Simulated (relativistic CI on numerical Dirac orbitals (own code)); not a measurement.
# Transition arrays of Dy XXIX

Calculated at this level of theory: Dirac-Coulomb-Breit CI, KLI orbitals optimised for each configuration, model QED (radiative potential, 1s self-energy scaled to tabulated hydrogen-like ionisation energies), valence Slater integrals scaled by 0.9, whole transition arrays (own radial code, finite nucleus).

CI space (outside the closed core [Ar] 3d10 4s2): 4p6.4d2, 4p6.4d.4f, 4p5.4d3, 4p6.4d.5p, 4p6.4d.5f. Levels of other configurations are missing.

All E1 lines from the levels of 4p6.4d2; mean and standard deviation are weighted by gf, and upper levels are sorted by their leading configuration.

```csv
Upper configuration,Lines,Σgf,Mean (eV),Mean (nm),σ (eV),Strongest line (nm)
4p6.4d.4f,57,38.1,176.17,7.038,12.41,6.626
4p5.4d3,490,177.0,188.10,6.591,15.60,6.340
4p6.4d.5p,60,9.0,358.66,3.457,5.74,3.422
4p6.4d.5f,81,26.1,493.45,2.513,4.78,2.522
```

Σgf per state of the lower configuration in bins of 0.2 nm over the central range (centre: value): 2.5: 0.58, 3.5: 0.18, 6.1: 0.30, 6.3: 1.96, 6.5: 0.36, 6.7: 1.13, 6.9: 0.08, 7.1: 0.06, 7.3: 0.05, 7.5: 0.15, 7.7: 0.16, 7.9: 0.16, 8.1: 0.12, 8.3: 0.08.

Task: How do configuration mixing and the scaling of the Slater integrals move the arrays?

Result: Slater scale 0.9, no configuration mixing: 4p6.4d.4f 167.2 ± 6.0 eV (Σgf 47.6), 4p5.4d3 179.3 ± 19.8 eV (Σgf 155.5), 4p6.4d.5p 358.8 ± 5.7 eV (Σgf 9.8), 4p6.4d.5f 493.4 ± 4.8 eV (Σgf 25.9); Slater scale 1: 4p6.4d.4f 180.1 ± 12.3 eV (Σgf 36.0), 4p5.4d3 191.0 ± 15.7 eV (Σgf 182.8), 4p6.4d.5p 358.7 ± 5.8 eV (Σgf 8.8), 4p6.4d.5f 493.5 ± 4.9 eV (Σgf 26.2); Slater scale 0.8: 4p6.4d.4f 167.5 ± 10.0 eV (Σgf 29.3), 4p5.4d3 185.3 ± 15.2 eV (Σgf 182.1), 4p6.4d.5p 358.7 ± 5.7 eV (Σgf 9.1), 4p6.4d.5f 493.4 ± 4.7 eV (Σgf 26.1). With mixing, levels are counted to their leading configuration, so an array can shrink or vanish into another, and the sums then hold other lines.
